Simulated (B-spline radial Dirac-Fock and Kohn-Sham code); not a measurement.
The K (1s) hole of mercury ions: width and yield against charge

Method: independent-particle rates on relativistic LDA orbitals of the hole state (multipoles up to L = 3, Coulomb Auger matrix elements, transition energies from Dirac-Fock). Computed with a B-spline atomic structure program. Tabulated ground configurations, configuration averages; single configurations, so decays that open only by mixing (as 1s 2s² with 1s 2p² in Be-like ions) are missing and such tiny yields are far too low.

```csv
ion,configuration,radiative (eV),non-radiative (eV),yield
Hg,[Xe] 4f14 5d10 6s2,51.4,1.69,0.968
Hg⁺,[Xe] 4f14 5d10 6s1,51.4,1.69,0.968
Hg²⁺,[Xe] 4f14 5d10,51.4,1.69,0.968
Hg³⁺,[Xe] 4f14 5d9,51.4,1.69,0.968
Hg⁴⁺,[Xe] 4f14 5d8,51.4,1.69,0.968
Hg⁵⁺,[Xe] 4f14 5d7,51.4,1.70,0.968
Hg⁶⁺,[Xe] 4f14 5d6,51.4,1.70,0.968
Hg⁷⁺,[Xe] 4f14 5d5,51.4,1.70,0.968
```
